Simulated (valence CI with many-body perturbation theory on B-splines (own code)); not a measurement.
Results of a calculation; reference values are marked as such.
Basis-set convergence for Hg LVIII

Method: relativistic CI+MBPT: five valence electrons over a frozen Dirac-Fock core [Ar], radial functions for each j: 7 s, 7 p, 8 d, 6 f, 4 g, 1 h, with the one-electron correlation potential Σ1 (screened to all orders), the two-electron term Σ2, the three-electron term Σ3, Breit, model QED; selected single and double excitations, second order for the rest, scaled by the run's own slope (own B-spline code, finite nucleus).

The last digits are not significant, and no measured levels were compared; by estimate large intervals hold to a few tenths of a per cent, small ones and those within an open d or f shell to about a per cent. Among the levels kept, up to 500 cm⁻¹ of a level comes from second order outside the variational space, and about a tenth of that is noise between levels of different J, which matters for small intervals. The list stops below the first excitations out of the core. Only levels of the ground parity were solved; by the run's estimate the other parity begins above the list, which can be wrong where configurations are misplaced.

The reference run has the lowest level (3d3/2^4 3d5/2) J=5/2 and an ionisation energy of 5780.26 eV. Its largest variational space holds 19999 state functions.

Levels are named by their leading jj configuration (3d3/2^4 stands for four electrons in 3d with j = 3/2), which in mixed levels can hold well under half, so a name can repeat and another be missing. Letters in brackets count levels of one name in rising energy.

Changed runs:
A. basis 6 s, 6 p, 5 d, 5 f, 1 g
B. basis 5 s, 5 p, 4 d, 4 f

Excitation energies of the reference run in cm⁻¹, and shifts in cm⁻¹:

```tsv
Level	Reference	A	B
(3d3/2^3 3d5/2^2) J=5/2 [a]	718653	-277	-604
(3d3/2^3 3d5/2^2) J=7/2 [a]	818935	-78	+188
(3d3/2^3 3d5/2^2) J=11/2	827527	-1.3	+228
(3d3/2^3 3d5/2^2) J=3/2 [a]	838252	-113	+95
(3d3/2^3 3d5/2^2) J=9/2	880970	+6.5	+629
(3d3/2^3 3d5/2^2) J=5/2 [b]	917548	+27	+907
(3d3/2^3 3d5/2^2) J=7/2 [b]	955309	+80	+1012
(3d3/2^3 3d5/2^2) J=1/2	957579	-36	+852
(3d3/2^3 3d5/2^2) J=3/2 [b]	1119310	+175	+1442
(3d3/2^2 3d5/2^3) J=5/2 [a]	1527130	-341	-640
(3d3/2^2 3d5/2^3) J=7/2 [a]	1606180	-236	+7.3
(3d3/2^2 3d5/2^3) J=11/2	1606520	-150	+7.2
Ionisation energy (eV)	5780.26	-0.11	-0.21
```
